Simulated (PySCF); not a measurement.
**Electron correlation in Pd⁺ (palladium, charge +1)**

[Kr] 4d9, 2D determinant. All numbers are calculated (PySCF 2.14, scalar relativity by spin-free X2C-1e, in x2c-TZVPPall). Frozen: [Kr]; 9 electrons correlated.

```csv
level,correlation energy (mhartree)
CCSD,-269.91
(T),-8.57
CCSD(T),-278.48
```

Diagnostics: T1 = 0.0036, D1 = 0.0100, largest double amplitude 0.028.

Cost of the coupled-cluster step: of the order of 10 core-seconds, for 9 correlated electrons.
